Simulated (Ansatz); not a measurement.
One change: `NB(O)[SiH2]F` becomes `C=NB(N)O`.

Ansatz, PBE0-D4/def2-TZVP geometries, multiplicity 1. Each molecule was computed in one conformer, which needn't be the lowest.

```
                                        property  `NB(O)[SiH2]F`
               LUMO energy (PBE/def2-TZVPP) / eV           -1.03
             LUMO energy (B3LYP/def2-TZVPP) / eV           -0.41
             HOMO energy (B3LYP/def2-TZVPP) / eV           -7.84
              LUMO energy (PBE0/def2-TZVPP) / eV           -0.18
               HOMO energy (PBE/def2-TZVPP) / eV           -6.67
size of the dipole moment (B3LYP/def2-TZVPP) / D            2.08
```

**Question.** What does the change do to each property? (Estimate.)

**Answer.** Ansatz gave: 
```
                                        property  `C=NB(N)O`  shift
               LUMO energy (PBE/def2-TZVPP) / eV       -1.54  -0.51
             LUMO energy (B3LYP/def2-TZVPP) / eV       -0.65  -0.24
             HOMO energy (B3LYP/def2-TZVPP) / eV       -6.63   1.21
              LUMO energy (PBE0/def2-TZVPP) / eV       -0.38  -0.20
               HOMO energy (PBE/def2-TZVPP) / eV       -5.42   1.25
size of the dipole moment (B3LYP/def2-TZVPP) / D        2.61   0.53
```

With PBE0 the HOMO rises by 1.18 eV and the LUMO falls by 0.20 eV, so the gap narrows by about 1.38 eV. PBE moves the HOMO by 1.25 eV and ωB97M-V by 1.03 eV. Dipoles are sizes alone; their direction can turn.

B3LYP here is the variant with VWN-RPA as its local correlation; programs differ in this.
